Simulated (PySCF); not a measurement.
C₄H₁₁FSi, SMILES CC(C[SiH2]F)C.

Geometry optimised at B3LYP-D3(BJ)/def2-SVP. This is a generated structure with no PubChem entry under its InChIKey; it may be hypothetical. One conformer was computed; it need not be the lowest.

Calculation: B3LYP-D3(BJ)/def2-SVP (PySCF 2.14.0).

Frequencies are harmonic and unscaled.

| mode | ν (cm⁻¹) | IR (km/mol) | moving atoms (share of kinetic energy) |
|---|---|---|---|
| 1 | 45 | 0.9 | C 34 %, F 32 %, H 26 % |
| 2 | 110 | 1.7 | F 36 %, C 33 %, H 26 % |
| 3 | 166 | 1.2 | C 42 %, H 33 %, F 15 %, Si 10 % |
| 4 | 230 | 3.6 | H 53 %, C 20 %, F 18 %, Si 9 % |
| 5 | 244 | 1.2 | H 64 %, C 18 %, F 11 % |
| 6 | 267 | 0.8 | H 88 % |
| 7 | 343 | 3.6 | C 40 %, H 39 %, Si 20 % |
| 8 | 381 | 1.2 | H 56 %, C 42 % |
| 9 | 431 | 3.1 | C 52 %, H 42 % |
| 10 | 580 | 35.4 | H 63 %, Si 20 %, C 15 % |
| 11 | 684 | 11.0 | C 49 %, H 44 % |
| 12 | 744 | 36.7 | H 81 %, Si 9 % |
| 13 | 785 | 26.5 | H 56 %, C 32 %, Si 9 % |
| 14 | 838 | 8.5 | C 51 %, H 38 % |
| 15 | 854 | 17.6 | F 45 %, H 26 %, Si 20 %, C 10 % |
| 16 | 929 | 14.1 | H 86 %, C 14 % |
| 17 | 943 | 219.7 | H 73 %, Si 17 % |
| 18 | 962 | 88.0 | H 84 %, C 11 % |
| 19 | 966 | 12.9 | H 67 %, C 32 % |
| 20 | 973 | 39.6 | H 57 %, C 39 % |
| 21 | 1057 | 42.8 | H 78 %, C 18 % |
| 22 | 1118 | 9.9 | C 54 %, H 45 % |
| 23 | 1185 | 4.9 | H 55 %, C 45 % |
| 24 | 1223 | 2.7 | H 63 %, C 37 % |
| 25 | 1240 | 12.2 | H 64 %, C 35 % |
| 26 | 1351 | 3.7 | H 70 %, C 30 % |
| 27 | 1358 | 12.9 | H 71 %, C 28 % |
| 28 | 1392 | 6.6 | H 75 %, C 25 % |
| 29 | 1407 | 3.6 | H 82 %, C 18 % |
| 30 | 1420 | 3.9 | H 88 %, C 12 % |
| 31 | 1461 | 0.5 | H 97 % |
| 32 | 1467 | 2.8 | H 95 % |
| 33 | 1479 | 8.6 | H 96 % |
| 34 | 1483 | 5.6 | H 95 % |
| 35 | 2232 | 111.6 | H 97 % |
| 36 | 2236 | 164.0 | H 96 % |
| 37 | 3000 | 11.2 | H 93 % |
| 38 | 3004 | 18.0 | H 94 % |
| 39 | 3018 | 24.1 | H 97 % |
| 40 | 3026 | 21.5 | H 97 % |
| 41 | 3053 | 13.5 | H 91 %, C 9 % |
| 42 | 3096 | 7.3 | H 91 %, C 9 % |
| 43 | 3102 | 44.5 | H 91 %, C 9 % |
| 44 | 3106 | 36.0 | H 91 %, C 9 % |
| 45 | 3129 | 12.7 | H 91 %, C 9 % |
